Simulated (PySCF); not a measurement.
Simulation results for GeH5N2, GeH5N2Si, GeH4N, AlGeH5N and others

Computed with PySCF 2.14.0. Calculation on a computer-drawn molecule: the log of a Hartree-Fock and frozen-core CCSD(T) single point meant for a local Hartree-Fock minimum, with one planted fault or none, to be diagnosed. Offsets are logged minus clean, where the clean run is the same molecule without the fault. The reference is restricted for singlets and unrestricted otherwise, and also for a bond in bohr or an excited solution. Adding or removing an electron swaps singlet and doublet. The excited solution moves the top pair (singlet) or top alpha electron (doublet) to the lowest empty orbital. Highest occupied and lowest empty are orbital energies over both spins, largest force is the largest gradient component, triples share is (T) over the correlation energy, the T1 limit is 0.02 restricted and 0.045 unrestricted, electrons count all cores, a negative frequency is imaginary (commonest isotopes), and the dipole is about the centre of nuclear charge; on germanium a core potential holds 10 electrons, which the energies leave out, and 3d is frozen in MP2 and coupled-cluster steps.

Common to all runs: meant multiplicity 1; meant basis and core potential on germanium cc-pVDZ-PP ECP10MDF; logged SCF converged yes; logged CC converged yes; logged SCF stable within its kind yes; possible faults no fault, one electron removed, one electron added, multiplicity raised by two, geometry at a saddle point, SCF held on an excited solution, minimal basis STO-3G, one bond length entered in bohr, all coordinates scaled.

(1) GeH5N2

Logged structure:
```xyz
8
GeH5N2
N     -0.8402    -0.3823    -0.0193
Ge     0.8096     0.1163     0.1493
N      1.6735     0.6911    -1.2371
H     -1.3775    -0.7211     0.7587
H     -1.3489    -0.3623    -0.8849
H      1.4849     0.0505     1.4859
H      2.6312     0.9888    -1.1836
H      1.2788     0.7600    -2.1580
```

| Property | Result |
| --- | --- |
| meant charge | 1 |
| meant basis | cc-pVDZ |
| logged electrons | 50 |
| logged basis functions | 76 |
| logged spin squared | 2.0348 |
| logged highest occupied | -10.976 eV |
| logged lowest empty | -6.4686 eV |
| logged largest force | 0.13929 hartree/bohr |
| logged T1 diagnostic | 0.083444 |
| logged D1 diagnostic | 0.49533 |
| logged triples share | 0.029653 |
| logged dipole magnitude | 5.2249 debye |
| logged energy HF | -404.80351 hartree |
| logged energy CCSD(T) | -405.24884 hartree |
| planted fault | multiplicity raised by two |
| HF energy offset from clean run | 105.2 kcal/mol |
| CCSD(T) energy offset from clean run | 118.8 kcal/mol |

Drawn bonds:
```tsv
atom	other atom	order
1	2	1
2	3	1
1	4	1
1	5	1
2	6	1
3	7	1
3	8	1
```

Notes: T1 above single-reference limit.

(2) GeH5N2Si

Logged structure:
```xyz
9
GeH5N2Si
N      0.8025     0.1995     0.9042
Ge    -0.5733    -0.6993     0.3336
N     -0.3696    -2.1226    -0.5686
Si    -0.2642    -3.4520    -1.4122
H      1.7511    -0.0763     0.7283
H      0.7136     1.0439     1.4387
H     -1.9245    -0.1436     0.6857
H     -0.2027    -3.4381    -2.8731
H     -0.2121    -4.7682    -0.7773
```

| Property | Result |
| --- | --- |
| meant charge | 1 |
| meant basis | cc-pV(D+d)Z |
| logged electrons | 64 |
| logged basis functions | 99 |
| logged spin squared | 0 |
| logged highest occupied | -15.504 eV |
| logged lowest empty | -2.9807 eV |
| logged largest force | 2.264e-05 hartree/bohr |
| logged lowest frequency | 88.142 cm⁻¹ |
| logged T1 diagnostic | 0.018916 |
| logged D1 diagnostic | 0.058662 |
| logged triples share | 0.031133 |
| logged dipole magnitude | 1.204 debye |
| logged energy HF | -693.89309 hartree |
| logged energy CCSD(T) | -694.44867 hartree |
| planted fault | no fault |
| HF energy offset from clean run | 0 kcal/mol |
| CCSD(T) energy offset from clean run | 0 kcal/mol |

Drawn bonds:
```tsv
atom	other atom	order
1	2	1
2	3	1
3	4	2
1	5	1
1	6	1
2	7	1
4	8	1
4	9	1
```

(3) GeH4N

Logged structure:
```xyz
6
GeH4N
N      0.8637    -0.6379     3.0296
Ge    -0.6108    -0.4490     2.1542
H      1.2665     0.0896     3.5963
H      1.4044    -1.4864     3.0242
H     -1.3109     0.8774     2.2576
H     -1.0923    -1.6239     1.3493
```

| Item | Value |
| --- | --- |
| meant charge | 1 |
| meant basis | cc-pVDZ |
| logged electrons | 42 |
| logged basis functions | 57 |
| logged spin squared | 0 |
| logged highest occupied | -17.965 eV |
| logged lowest empty | -4.7637 eV |
| logged largest force | 1.884e-05 hartree/bohr |
| logged lowest frequency | 548.18 cm⁻¹ |
| logged T1 diagnostic | 0.020208 |
| logged D1 diagnostic | 0.065569 |
| logged triples share | 0.026541 |
| logged dipole magnitude | 0.26862 debye |
| logged energy HF | -349.89566 hartree |
| logged energy CCSD(T) | -350.18659 hartree |
| planted fault | no fault |
| HF energy offset from clean run | 0 kcal/mol |
| CCSD(T) energy offset from clean run | 0 kcal/mol |

Drawn bonds:
```tsv
atom	other atom	order
1	2	1
1	3	1
1	4	1
2	5	1
2	6	1
```

Notes: T1 above single-reference limit.

(4) AlGeH5N

Logged structure:
```xyz
8
AlGeH5N
N     -0.0610    -1.8559    -1.8454
Ge     0.9594    -0.6733    -0.9071
Al    -0.9687     0.8405    -0.1171
H     -0.0833    -2.7961    -1.4870
H      0.1057    -1.8865    -2.8375
H      1.6010    -1.2455     0.3441
H      1.8623     0.1937    -1.7660
H     -2.2588     1.6340     0.2590
```

| Item | Value |
| --- | --- |
| meant charge | 1 |
| meant basis | cc-pV(D+d)Z |
| logged electrons | 57 |
| logged basis functions | 85 |
| logged spin squared | 0.7953 |
| logged highest occupied | -5.4884 eV |
| logged lowest empty | 1.0396 eV |
| logged largest force | 0.029601 hartree/bohr |
| logged T1 diagnostic | 0.017522 |
| logged D1 diagnostic | 0.068233 |
| logged triples share | 0.026272 |
| logged dipole magnitude | 3.1028 debye |
| logged energy HF | -592.5859 hartree |
| logged energy CCSD(T) | -592.96084 hartree |
| planted fault | one electron added |
| HF energy offset from clean run | -112.9 kcal/mol |
| CCSD(T) energy offset from clean run | -120.5 kcal/mol |

Drawn bonds:
```tsv
atom	other atom	order
1	2	1
2	3	1
1	4	1
1	5	1
2	6	1
2	7	1
3	8	1
```

(5) BGeH8NSi

Logged structure:
```xyz
12
BGeH8NSi
N      1.9863     2.5133     1.0069
Ge     2.3533     0.8753     0.2237
B      0.6459    -0.3206     0.2499
Si    -1.2036     0.3593     0.7793
H      1.2922     3.0544     0.5188
H      2.7946     3.1005     1.1264
H      3.4865     0.2611     1.0578
H      2.8656     1.0055    -1.2296
H      0.7895    -1.4806    -0.0257
H     -1.4024     0.1372     3.5724
H     -1.4034     1.7829     0.4089
H     -2.3019    -0.4294     0.1668
```

| Property | Result |
| --- | --- |
| meant charge | 0 |
| meant basis | cc-pV(D+d)Z |
| logged electrons | 66 |
| logged basis functions | 114 |
| logged spin squared | 0.8596 |
| logged highest occupied | -9.1041 eV |
| logged lowest empty | 0.36938 eV |
| logged largest force | 0.0096213 hartree/bohr |
| logged T1 diagnostic | 0.036067 |
| logged D1 diagnostic | 0.16983 |
| logged triples share | 0.030998 |
| logged dipole magnitude | 0.98116 debye |
| logged energy HF | -665.96792 hartree |
| logged energy CCSD(T) | -666.49316 hartree |
| planted fault | one bond length entered in bohr, row 9 of the drawn bonds |
| HF energy offset from clean run | 65.72 kcal/mol |
| CCSD(T) energy offset from clean run | 72.93 kcal/mol |

Drawn bonds:
```tsv
atom	other atom	order
1	2	1
2	3	1
3	4	1
1	5	1
1	6	1
2	7	1
2	8	1
3	9	1
4	10	1
4	11	1
4	12	1
```

(6) CH7Ge2N

Logged structure:
```xyz
11
CH7Ge2N
N     -1.2862     1.6011    -0.2112
Ge    -1.9378     0.4976     1.1213
C     -0.8678    -1.1062     1.1261
Ge     0.6896    -1.3054     0.3162
H     -1.5693     1.3317    -1.1385
H     -1.5354     2.5680    -0.0886
H     -1.8219     1.3050     2.4232
H     -3.4226     0.1284     0.9268
H     -1.2434    -1.9697     1.6680
H      1.3856    -0.2322    -0.4965
H      1.4606    -2.6186     0.3689
```

| Item | Value |
| --- | --- |
| meant charge | 0 |
| meant basis | cc-pVDZ |
| logged electrons | 83 |
| logged basis functions | 109 |
| logged spin squared | 0.7579 |
| logged highest occupied | -14.783 eV |
| logged lowest empty | -6.1813 eV |
| logged largest force | 0.063714 hartree/bohr |
| logged T1 diagnostic | 0.017923 |
| logged D1 diagnostic | 0.082534 |
| logged triples share | 0.026648 |
| logged dipole magnitude | 4.2755 debye |
| logged energy HF | -682.83518 hartree |
| logged energy CCSD(T) | -683.36366 hartree |
| planted fault | one electron removed |
| HF energy offset from clean run | 159.8 kcal/mol |
| CCSD(T) energy offset from clean run | 191.1 kcal/mol |

Drawn bonds:
```tsv
atom	other atom	order
1	2	1
2	3	1
3	4	2
1	5	1
1	6	1
2	7	1
2	8	1
3	9	1
4	10	1
4	11	1
```

(7) CH7Ge2N

Structure as in entry 6.

| Item | Value |
| --- | --- |
| meant charge | 0 |
| meant basis | cc-pVDZ |
| logged electrons | 84 |
| logged basis functions | 109 |
| logged spin squared | 0 |
| logged highest occupied | -8.3276 eV |
| logged lowest empty | 1.9015 eV |
| logged largest force | 4.187e-05 hartree/bohr |
| logged lowest frequency | 86.204 cm⁻¹ |
| logged T1 diagnostic | 0.0133 |
| logged D1 diagnostic | 0.04456 |
| logged triples share | 0.032054 |
| logged dipole magnitude | 1.1107 debye |
| logged energy HF | -683.08989 hartree |
| logged energy CCSD(T) | -683.66815 hartree |
| planted fault | no fault |
| HF energy offset from clean run | 0 kcal/mol |
| CCSD(T) energy offset from clean run | 0 kcal/mol |

Drawn bonds:
```tsv
atom	other atom	order
1	2	1
2	3	1
3	4	2
1	5	1
1	6	1
2	7	1
2	8	1
3	9	1
4	10	1
4	11	1
```

(8) GeH6N2

Logged structure:
```xyz
9
GeH6N2
N      0.8330    -0.2650     2.9468
Ge     2.5898    -0.2329     2.3949
N      3.1699     1.2428     1.4582
H      0.1526    -0.2605     2.2059
H      0.5795     0.4520     3.6052
H      3.4417    -0.3064     3.6600
H      2.7757    -1.4329     1.4693
H      2.7240     1.3855     0.5680
H      3.1366     2.1110     1.9651
```

| Item | Value |
| --- | --- |
| meant charge | 0 |
| meant basis | cc-pVDZ |
| logged electrons | 52 |
| logged basis functions | 81 |
| logged spin squared | 0 |
| logged highest occupied | -10.217 eV |
| logged lowest empty | 4.3494 eV |
| logged largest force | 3.002e-05 hartree/bohr |
| logged lowest frequency | 143.91 cm⁻¹ |
| logged T1 diagnostic | 0.010895 |
| logged D1 diagnostic | 0.030963 |
| logged triples share | 0.02414 |
| logged dipole magnitude | 2.2117 debye |
| logged energy HF | -405.78719 hartree |
| logged energy CCSD(T) | -406.28635 hartree |
| planted fault | no fault |
| HF energy offset from clean run | 0 kcal/mol |
| CCSD(T) energy offset from clean run | 0 kcal/mol |

Drawn bonds:
```tsv
atom	other atom	order
1	2	1
2	3	1
1	4	1
1	5	1
2	6	1
2	7	1
3	8	1
3	9	1
```
